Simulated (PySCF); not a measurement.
C₂H₈BF₂NSi.
Bonds: F1–B2, B2–F3, B2–C4, C4–C5, C5–N6, N6–Si7. Hydrogens: H8, H9 on C4; H10, H11 on C5; H12 on N6; H13, H14, H15 on Si7.

A linear-response calculation (PySCF, def2-SVPD basis, gas phase, vertical, core orbitals frozen in the response) gave these numbers; the functional is withheld.

Orbital energies (eV): HOMO-3 -11.76, HOMO-2 -11.66, HOMO-1 -11.53, HOMO -8.87, LUMO 1.65, LUMO+1 2.10, LUMO+2 2.22.

| state | E (eV) | f | main configurations (H = HOMO, L = LUMO) |
| --- | --- | --- | --- |
| S1 | 6.11 | 0.0053 | H→L (57%), H→L+2 (30%) |
| S2 | 6.97 | 0.0029 | H→L+1 (73%) |
| S3 | 7.03 | 0.0095 | H→L+4 (42%), H→L+2 (21%), H→L+5 (14%) |
| S4 | 7.35 | 0.024 | H→L+3 (73%) |
| S5 | 7.60 | 0.015 | H→L+6 (71%), H→L+5 (8%) |
| S6 | 7.81 | 0.048 | H→L+7 (39%), H→L+4 (18%), H→L+2 (17%) |

Triplets, Tamm–Dancoff:

| state | E (eV) | λ (nm) | main configurations (H = HOMO, L = LUMO) |
| --- | --- | --- | --- |
| T1 | 5.89 | 210.5 | H→L (47%), H→L+2 (33%), H→L+1 (9%) |
| T2 | 6.82 | 181.9 | H→L+1 (67%), H→L (15%) |
| T3 | 6.89 | 179.9 | H→L+4 (50%), H→L+2 (20%), H→L+5 (14%) |
| T4 | 7.15 | 173.3 | H→L+3 (63%), H→L+1 (10%) |

Vertical ionisation energy by ΔSCF with the same functional: 9.09 eV. Mean static polarisability: 73.1 au.

Question: Which of these was used?
A. wB97X-D
B. PBE
C. PBE0
D. HF

Answer: A. wB97X-D is range-separated, 22% exact exchange at short range and 100% at long range (ω = 0.2 bohr⁻¹). In this run −ε(HOMO) = 8.87 eV differs from the ΔSCF value by -0.22 eV, and S1 differs from the orbital gap of 10.52 eV by -4.40 eV. The ratio −ε(HOMO)/IP is 0.98. Small neutral molecules mostly give 0.89 to 0.99 with wB97X-D, 0.5 to 0.7 with PBE, 0.7 to 0.83 with PBE0; Hartree–Fock can't fall below 1, since the ion's relaxation only lowers the ΔSCF value. The other options: PBE, a GGA without exact exchange; HF, time-dependent Hartree–Fock, 100% exact exchange; PBE0, a global hybrid with 25% exact exchange.

Computed with TDDFT wB97X-D/def2-SVPD, vertical, gas phase, core orbitals frozen in the response in PySCF 2.14.0, density-fitted response routines. Isolated species at its PBE0-D3(BJ)/def2-SVP geometry (one conformer only).

Conformer computed: `[F:1][B:2]([F:3])[CH2:4][CH2:5][NH:6][SiH3:7]`: F1–B2–C4–C5 -24°, B2–C4–C5–N6 174°, C4–C5–N6–Si7 84°.
